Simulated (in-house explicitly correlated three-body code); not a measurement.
Computed with an exponentially correlated three-body code. Model: two electrons around a point charge, non-relativistic, variational in 260 exponentially correlated functions (energies converged to about 1e-7 hartree, or 1e-8 relative for large Z).

For two electrons in a singlet the Kohn-Sham orbital is the square root of half the density, so the exact Kohn-Sham potential and energy parts follow from the density alone, and exchange is minus half the Hartree energy. The Kohn-Sham level equals minus the binding energy of the second electron.

Command:
```bash
python run_hyl.py task.json out
```
Settings (lengths in bohr, energies in hartree):
```
Z                      3.52
interaction_strength   1
functions              260
states_tried           13
```

Time taken, with all properties: 38 s on 1 thread of AMD EPYC 7R13 Processor (Zen 3), with other jobs on the host.

**Those bound S and P states to n = 4 that converged, binding against the one-electron ion.**

Given: nuclear charge 3.52.

Computed: one-electron threshold -6.1952 hartree.

```
term  energy (hartree)  binding (eV)  quantum defect
1 1S       -10.3456954        112.94         0.12535
2 3S       -7.13162058        25.481         0.15859
2 1S       -7.03981734        22.983        0.061099
2 3P       -7.02812036        22.665        0.047533
2 1P                 ?             ?               ?
3 3S       -6.58673185        10.654         0.15225
3 1S       -6.56253736        9.9958        0.059962
3 3P        -6.5595089        9.9134        0.047767
3 1P                 ?             ?               ?
4 3S       -6.40945071        5.8301         0.15032
4 1S       -6.39971019         5.565        0.059711
4 3P       -6.39847604        5.5314        0.047768
4 1P       -6.39238731        5.3657       -0.012787
```

Question: What belongs in the row 2 1P?

Answer: energy (hartree): -6.97856868; binding (eV): 21.317; quantum defect: -0.013272.

Question: What belongs in the row 3 1P?

Answer: energy (hartree): -6.54496201; binding (eV): 9.5175; quantum defect: -0.013001.

**Converged states only, values per electron or pair.**

```
term  mean r (bohr)  mean r squared (bohr²)  mean inverse r (1/bohr)  mean r12 (bohr)  mean inverse r12 (1/bohr)  mean cosine  mean p1 dot p2 (bohr⁻²)  delta r1 (bohr⁻³)  delta r12 (bohr⁻³)
1 1S        0.47771                  0.3093                   3.2078          0.71581                     1.8916    -0.037339                  0.35726             11.449               0.963
2 3S         1.2337                   2.548                   2.1057           2.1061                    0.56112    -0.011236                 0.023027             7.4296                   -
2 1S         1.3363                  3.0614                   2.0845           2.2953                    0.59513    -0.013878                 0.028095              7.358              0.1274
2 3P         1.1481                  2.2305                   2.0862           1.9533                     0.6304    -0.059177                 -0.49397             6.8432                   -
2 1P         1.2217                  2.5585                   2.0712           2.0584                    0.62394     0.017356                  0.42347             6.9581             0.02244
3 3S         2.6337                  13.426                   1.9086           4.8676                    0.26283   -0.0034316                0.0064376             7.0749                   -
3 1S         2.7872                  15.176                   1.9029           5.1707                    0.27126    -0.004364                0.0083219             7.0606             0.03735
3 3P              ?                       ?                        ?                ?                          ?            ?                        ?                  ?                   -
3 1P          2.716                  14.553                    1.899           5.0261                    0.27894    0.0047095                  0.12091             6.9451           0.0075638
4 3S         4.6289                  43.989                   1.8423           8.8459                     0.1508   -0.0014393                0.0026309             6.9956                   -
4 1S              ?                       ?                        ?                ?                          ?            ?                        ?                  ?                   ?
4 3P         4.6635                  45.073                   1.8401           8.9169                     0.1572   -0.0062611                -0.049202              6.931                   -
4 1P         4.8064                  47.982                   1.8383           9.1985                    0.15715    0.0019152                 0.050231             6.9427           0.0033236
```

Question: What belongs in the row 3 3P?

Answer: mean r (bohr): 2.6084; mean r squared (bohr²): 13.358; mean inverse r (1/bohr): 1.9032; mean r12 (bohr): 4.8216; mean inverse r12 (1/bohr): 0.27946; mean cosine: -0.015527; mean p1 dot p2 (bohr⁻²): -0.12398; delta r1 (bohr⁻³): 6.9157.

Question: What belongs in the row 4 1S?

Answer: mean r (bohr): 4.8347; mean r squared (bohr²): 48.188; mean inverse r (1/bohr): 1.84; mean r12 (bohr): 9.256; mean inverse r12 (1/bohr): 0.15404; mean cosine: -0.0018638; mean p1 dot p2 (bohr⁻²): 0.0034932; delta r1 (bohr⁻³): 6.9907; delta r12 (bohr⁻³): 0.015594.

**Electric-dipole lines between converged S and P states, rate of the upper state's decay.**

```
s state  p state  p minus s (eV)  oscillator strength from s  rate (1/s)
   1 1S     2 1P          91.624                     0.51254  6.2236e+10
   1 1S     3 1P          103.42                     0.12048   1.864e+10
   1 1S     4 1P          107.57                    0.047096   7.883e+09
   2 1S     2 1P          1.6667                     0.17358  6.9741e+06
   2 1S     3 1P          13.466                     0.28626  7.5078e+08
   2 1S     4 1P          17.617                    0.078475   3.523e+08
   3 1S     2 1P         -11.321                   -0.084008  4.6718e+08
   3 1S     3 1P         0.47825                     0.29797      985770
   3 1S     4 1P            4.63                     0.29966  9.2916e+07
   4 1S     2 1P               ?                           ?           ?
   4 1S     3 1P         -3.9525                    -0.18354  1.2442e+08
   4 1S     4 1P         0.19927                      0.4129      237140
   2 3S     2 3P          2.8164                     0.25025  2.8711e+07
   2 3S     3 3P          15.568                     0.22584   7.917e+08
   2 3S     4 3P           19.95                    0.066003  3.7996e+08
   3 3S     2 3P         -12.011                   -0.099263  6.2136e+08
   3 3S     3 3P               ?                           ?           ?
   3 3S     4 3P          5.1227                     0.23239  8.8208e+07
   4 3S     2 3P         -16.835                   -0.018927  2.3276e+08
   4 3S     3 3P         -4.0833                    -0.21896  1.5841e+08
   4 3S     4 3P         0.29864                     0.57318      739370
```

Question: What belongs in the row 4 1S 2 1P?

Answer: p minus s (eV): -15.752; oscillator strength from s: -0.01705; rate (1/s): 1.8356e+08.

Question: What belongs in the row 3 3S 3 3P?

Answer: p minus s (eV): 0.74077; oscillator strength from s: 0.4173; rate (1/s): 3.3121e+06.

**Exact Kohn-Sham parts of the ground state from its density.**

Computed: total energy -10.3456954 hartree; Kohn-Sham kinetic 10.305 hartree; Hartree energy 3.9528 hartree; DFT correlation energy -0.04396 hartree; kinetic part of the DFT correlation energy 0.040801 hartree; potential part of the DFT correlation energy -0.084761 hartree; exact minus restricted Hartree-Fock -0.04395 hartree; Kohn-Sham level -112.94 eV; restricted Hartree-Fock level -113.27 eV; C6 of two such species 0.026329 hartree·bohr⁶.

Question: What is the dipole polarisability?

Answer: 0.092639 bohr³.

Question: What is the exchange energy?

Answer: -1.9764 hartree.

The correlation energy of density-functional theory lies 0.01 millihartree below exact minus Hartree-Fock, because the Hartree-Fock density, unlike the exact one, minimises the Hartree-Fock energy.
